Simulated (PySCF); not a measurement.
Spinor energies of Au⁶⁷⁺ (gold, charge +67)

Start: [Ne] 3s2. Calculated with PySCF 2.14 in an uncontracted even-tempered set (17 s from 23 bohr⁻², ratio 2.4; 14 p from 30 bohr⁻², ratio 2.4; 4 d from 98 bohr⁻², ratio 2.6; 4 f from 150 bohr⁻², ratio 2.6): generalised Hartree-Fock with the X2C-1e Hamiltonian and a Gaussian nucleus; one run each with spin-orbit coupling (SO) switched off, then screened by Boettger's factors.

```json
{"spinor shell": "1s1/2", "electrons": "2", "ε, spin-free (eV)": "-87190.8", "ε, screened SO (eV)": "-87167.9", "weight of nominal j (screened SO)": "1.000", "rms radius, screened SO (bohr)": "0.0190"}
{"spinor shell": "2s1/2", "electrons": "2", "ε, spin-free (eV)": "-20147.3", "ε, screened SO (eV)": "-20141.6", "weight of nominal j (screened SO)": "1.000", "rms radius, screened SO (bohr)": "0.0756"}
{"spinor shell": "2p1/2", "electrons": "2", "ε, spin-free (eV)": "-18226.6", "ε, screened SO (eV)": "-19590.9", "weight of nominal j (screened SO)": "1.000", "rms radius, screened SO (bohr)": "0.0640"}
{"spinor shell": "2p3/2", "electrons": "4", "ε, spin-free (eV)": "-18226.6", "ε, screened SO (eV)": "-17696.0", "weight of nominal j (screened SO)": "1.000", "rms radius, screened SO (bohr)": "0.0715"}
{"spinor shell": "3s1/2", "electrons": "2", "ε, spin-free (eV)": "-8219.0", "ε, screened SO (eV)": "-8218.0", "weight of nominal j (screened SO)": "1.000", "rms radius, screened SO (bohr)": "0.181"}
```

```json
{"quantity": "E (hartree)", "spin-free": "-13394.32478", "screened SO": "-13417.51664"}
{"quantity": "M_J", "spin-free": "0", "screened SO": "0"}
{"quantity": "⟨J²⟩", "spin-free": "0.000", "screened SO": "0.000"}
{"quantity": "⟨L²⟩", "spin-free": "0.000", "screened SO": "0.046"}
{"quantity": "⟨S²⟩", "spin-free": "0.000", "screened SO": "0.046"}
```

Breit and QED terms are absent; they matter most for the inner s and p1/2 levels.

Densities and radii are taken from the X2C orbitals without a picture-change correction, which distorts them close to the nucleus.

Without spin-orbit coupling the j labels of p, d and f shells carry no meaning; the spin-free column gives the mean over the occupied spinors of each nl shell.
